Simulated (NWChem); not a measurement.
Species: CH3ClGe, singlet; SMILES [CH3][Ge][Cl]

Program: NWChem. Pople sets run with spherical d functions. Low-valent species are run as closed-shell singlets; no triplet was tried in these runs. Each level has its own optimisation; frequencies are unscaled.

| level | r Cl–Ge (Å) | r C–Ge (Å) | r C–H (Å) | highest harmonic frequency (cm⁻¹) | lowest (cm⁻¹) | zero-point energy (kcal/mol) | dipole (D) |
|---|---|---|---|---|---|---|---|
| BLYP/def2-SVP | 2.250 | 2.032 | 1.111 | 3041 | 43 | 21.8 | 1.92 |
| Hartree-Fock/6-31G* | 2.223 | 1.992 | … | … | … | … | … |
| PBE0/def2-SVP | 2.208 | 1.987 | 1.102 | 3168 | 62 | 22.7 | 2.12 |

Task: Some entries are withheld; supply them.

Result: 
- Hartree-Fock/6-31G*, r C–H (Å): 1.087
- Hartree-Fock/6-31G*, highest harmonic frequency (cm⁻¹): 3273
- Hartree-Fock/6-31G*, lowest (cm⁻¹): 104
- Hartree-Fock/6-31G*, zero-point energy (kcal/mol): 24.4
- Hartree-Fock/6-31G*, dipole (D): 2.95
